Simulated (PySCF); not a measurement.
Hf(F)2(SH)2 (F2H2HfS2), SMILES [F][Hf]([SH])([SH])[F], multiplicity 1.

Coordinates come from a B3LYP-D3(BJ)/def2-SVP optimisation. A frequency run showed that this geometry is not a minimum. The multiplicity is an assumed one; no other spin state was optimised. The structure was generated by enumeration; whether it is a known compound was not checked. The def2 effective core potentials stand for the cores of Hf; spin–orbit coupling is left out. One conformer was computed; it need not be the lowest.

Calculation: TDA-ωB97X/def2-SVPD run with PySCF 2.14.0.

Vertical excitations.  State labels are in the subgroup C2v.

```json
[
 {"state": "S1", "symmetry": "A2", "energy (eV)": "4.63", "λ (nm)": "268", "f": "0.000", "main pairs": "HOMO→LUMO 97 %"},
 {"state": "S2", "symmetry": "B2", "energy (eV)": "4.75", "λ (nm)": "261", "f": "0.000", "main pairs": "HOMO−1→LUMO 97 %"},
 {"state": "S3", "symmetry": "B1", "energy (eV)": "5.45", "λ (nm)": "228", "f": "0.003", "main pairs": "HOMO−2→LUMO 90 %"},
 {"state": "S4", "symmetry": "A1", "energy (eV)": "6.05", "λ (nm)": "205", "f": "0.003", "main pairs": "HOMO−3→LUMO 51 %, HOMO→LUMO+1 45 %"},
 {"state": "S5", "symmetry": "B2", "energy (eV)": "6.21", "λ (nm)": "200", "f": "0.025", "main pairs": "HOMO→LUMO+3 78 %, HOMO−1→LUMO+2 12 %"},
 {"state": "S6", "symmetry": "A2", "energy (eV)": "6.23", "λ (nm)": "199", "f": "0.000", "main pairs": "HOMO−1→LUMO+3 69 %, HOMO→LUMO+2 21 %"},
 {"state": "S7", "symmetry": "B1", "energy (eV)": "6.35", "λ (nm)": "195", "f": "0.109", "main pairs": "HOMO−1→LUMO+1 86 %"},
 {"state": "S8", "symmetry": "A1", "energy (eV)": "6.54", "λ (nm)": "190", "f": "0.046", "main pairs": "HOMO→LUMO+1 36 %, HOMO−3→LUMO 35 %, HOMO−2→LUMO+3 19 %"},
 {"state": "S9", "symmetry": "B2", "energy (eV)": "6.60", "λ (nm)": "188", "f": "0.001", "main pairs": "HOMO−2→LUMO+1 87 %"},
 {"state": "S10", "symmetry": "A2", "energy (eV)": "6.78", "λ (nm)": "183", "f": "0.000", "main pairs": "HOMO→LUMO+2 41 %, HOMO→LUMO+4 32 %, HOMO−1→LUMO+3 15 %, HOMO−1→LUMO+6 7 %"},
 {"state": "T1", "symmetry": "A2", "energy (eV)": "4.48", "λ (nm)": "277", "f": "0", "main pairs": "HOMO→LUMO 96 %"},
 {"state": "T2", "symmetry": "B2", "energy (eV)": "4.61", "λ (nm)": "269", "f": "0", "main pairs": "HOMO−1→LUMO 95 %"},
 {"state": "T3", "symmetry": "B1", "energy (eV)": "5.03", "λ (nm)": "247", "f": "0", "main pairs": "HOMO−2→LUMO 95 %"},
 {"state": "T4", "symmetry": "A1", "energy (eV)": "5.46", "λ (nm)": "227", "f": "0", "main pairs": "HOMO→LUMO+1 65 %, HOMO−3→LUMO 22 %, HOMO−1→LUMO+5 10 %"}
]
```
Triplets are in the Tamm–Dancoff approximation.
